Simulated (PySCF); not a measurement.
Geometry:
```json
{"atom": "O1", "x (Å)": "3.022", "y (Å)": "-0.759", "z (Å)": "0.094"}
{"atom": "Si2", "x (Å)": "1.575", "y (Å)": "-1.490", "z (Å)": "0.302"}
{"atom": "Si3", "x (Å)": "0.223", "y (Å)": "0.179", "z (Å)": "-0.513"}
{"atom": "Si4", "x (Å)": "0.361", "y (Å)": "2.312", "z (Å)": "0.395"}
{"atom": "O5", "x (Å)": "-1.311", "y (Å)": "-0.362", "z (Å)": "-0.296"}
{"atom": "Si6", "x (Å)": "-2.775", "y (Å)": "-0.648", "z (Å)": "0.309"}
{"atom": "H7", "x (Å)": "3.841", "y (Å)": "-1.186", "z (Å)": "0.331"}
{"atom": "H8", "x (Å)": "1.429", "y (Å)": "-1.852", "z (Å)": "1.725"}
{"atom": "H9", "x (Å)": "1.611", "y (Å)": "-2.799", "z (Å)": "-0.377"}
{"atom": "H10", "x (Å)": "0.272", "y (Å)": "0.254", "z (Å)": "-1.993"}
{"atom": "H11", "x (Å)": "1.042", "y (Å)": "3.268", "z (Å)": "-0.489"}
{"atom": "H12", "x (Å)": "1.119", "y (Å)": "2.338", "z (Å)": "1.656"}
{"atom": "H13", "x (Å)": "-0.936", "y (Å)": "2.929", "z (Å)": "0.711"}
{"atom": "H14", "x (Å)": "-3.400", "y (Å)": "0.642", "z (Å)": "0.601"}
{"atom": "H15", "x (Å)": "-3.487", "y (Å)": "-1.385", "z (Å)": "-0.730"}
{"atom": "H16", "x (Å)": "-2.595", "y (Å)": "-1.433", "z (Å)": "1.530"}
```

Geometry: GFN2-xTB; GIAO shifts from PySCF 2.14, gas phase, non-relativistic, averaged over equivalent atoms.

At PBE0/6-31G* (120 basis functions, 16 s wall time on 1 thread of an Arm Neoverse V2, shared host):
```csv
atoms,δ (ppm)
O1,-15.9
O5,-20.9
Si3,7.0
Si2,-5.8
Si6,-16.8
Si4,-86.2
H10,6.51
H9,5.97
H8,5.93
H14/H15/H16,5.29
H11/H12/H13,3.83
H7,-0.17
```

References, each an isolated molecule treated in the same way: 17O (325.96 ppm) against H2O; 29Si (415.49 ppm) and 1H (32.41 ppm) vs TMS.

Problem. Predict the values at PBE0/pcSseg-1 on the same geometry.

Solution. 
```
      atoms  δ at PBE0/pcSseg-1  change
         O1                -8.3    +7.6
         O5               -14.1    +6.8
        Si3               -19.9   -26.9
        Si2               -29.3   -23.5
        Si6               -45.1   -28.3
        Si4              -120.2   -34.0
        H10                6.22   -0.29
         H9                5.72   -0.25
         H8                5.66   -0.27
H14/H15/H16                4.96   -0.33
H11/H12/H13                3.67   -0.16
         H7                0.11   +0.28
```

References, each an isolated molecule treated in the same way: 17O (σ = 336.08 ppm) vs H2O; 29Si (σ = 349.16 ppm) and 1H (σ = 31.72 ppm) against TMS.

The largest change is at Si4 (silicon bonded to Si, 3 H). Cost: 180 basis functions, 20 s wall time on 1 thread of an Arm Neoverse V2, shared host.

Experimental scales use liquid or dissolved standards, which lie at an offset from isolated H2O (liquid H2O: subtract about 36 ppm).
